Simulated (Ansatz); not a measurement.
AlF$_{2}$, charge +1, singlet, at a GFN2-xTB geometry (such geometries of metal compounds can be far from the true shape). Base run: CCSD/cc-pVTZ (Ansatz, an electronic-structure program).

Here is a job for Ansatz.
Ansatz 0.2 input:
```yaml
crystal:
  periodic: [false, false, false]
  atoms:
    - {symbol: Al, position_ang: [0.00000000, 0.00000000, 0.00000000]}
    - {symbol: F, position_ang: [0.00000000, 0.00000000, 1.61313589]}
    - {symbol: F, position_ang: [-0.00000000, -0.00000000, -1.61313589]}
basis:
  gaussian:
    orbitals: cc-pVTZ
total_charge: 1
magnetization: {spin_polarized: false}
correlation: {method: ccsd}
```

The base run was repeated with changes; each row names its change, and settings that it needs were set with it.

```csv
change,ΔE vs base (kcal/mol),MP2 correlation (Eh),CC correlation without the perturbative part (Eh),basis functions
base,0.000,-0.56182,-0.55710,94
method = rpa,-48.83,-,-,94
"fitting = cc-pVTZ-JKFIT (mean field), cc-pVTZ-RIFIT (correlation)",-0.108,-0.56174,-0.55740,94
diis_vectors = 2,0.000,-0.56182,-0.55710,94
lower_state_search = off,0.000,-0.56182,-0.55710,94
reference functional = pbe0,3.11,-,-0.57022,94
method = bccd_t,-10.66,-0.56182,-0.55548,94
diis_vectors = 4,0.000,-0.56182,-0.55710,94
method = mp2,-2.96,-0.56182,-,94
method = ccsd_t,-10.50,-0.56182,-0.55710,94
```
